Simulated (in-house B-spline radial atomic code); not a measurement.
Orbital energies and mean radii along the 36-electron series, configuration [Ar] 3d10 4s2 4p6. The effective charge is n√(-2ε), a non-relativistic measure. Computed with a B-spline radial code for spherical atoms: non-relativistic Hartree-Fock, average of the configuration, point nuclei.

This level leaves out relativity, spin-orbit splitting included, which matters for heavy ions.

| ion | Z | energy of 3d (Eh) | mean radius of 3d (bohr) | energy of 4s (Eh) | mean radius of 4s (bohr) | effective charge of 3d |
| --- | --- | --- | --- | --- | --- | --- |
| Yb34+ | 70 | -108.43 | 0.19396 | -58.64 | 0.46581 | 44.178 |
| Lu35+ | 71 | ? | ? | ? | ? | ? |
| Hf36+ | 72 | -118.65 | 0.18698 | -64.32 | 0.44803 | 46.214 |
| Ta37+ | 73 | -123.93 | 0.18367 | -67.254 | 0.43965 | 47.232 |
| W38+ | 74 | -129.33 | 0.18048 | -70.251 | 0.43159 | 48.248 |
| Re39+ | 75 | ? | ? | ? | ? | ? |
| Os40+ | 76 | -140.45 | 0.17443 | -76.434 | 0.41633 | 50.28 |
| Ir41+ | 77 | -146.17 | 0.17155 | -79.619 | 0.40911 | 51.295 |
| Pt42+ | 78 | -152.01 | 0.16877 | -82.867 | 0.40213 | 52.309 |
| Au43+ | 79 | -157.96 | 0.16608 | -86.178 | 0.3954 | 53.323 |
| Hg44+ | 80 | ? | ? | ? | ? | ? |
| Tl45+ | 81 | -170.2 | 0.16095 | -92.988 | 0.38259 | 55.349 |

**Question.** Fill in the row of Lu35+.

**Answer.** energy of 3d (Eh): -113.48; mean radius of 3d (bohr): 0.19041; energy of 4s (Eh): -61.449; mean radius of 4s (bohr): 0.45674; effective charge of 3d: 45.197.

**Question.** Fill in the row of Re39+.

**Answer.** energy of 3d (Eh): -134.83; mean radius of 3d (bohr): 0.1774; energy of 4s (Eh): -73.311; mean radius of 4s (bohr): 0.42382; effective charge of 3d: 49.264.

**Question.** Fill in the row of Hg44+.

**Answer.** energy of 3d (Eh): -164.02; mean radius of 3d (bohr): 0.16347; energy of 4s (Eh): -89.552; mean radius of 4s (bohr): 0.38889; effective charge of 3d: 54.336.

**Question.** How does the screening of 3d change?

**Answer.** Z less the effective charge goes from 25.82 at Z = 70 to 25.65 at Z = 81.
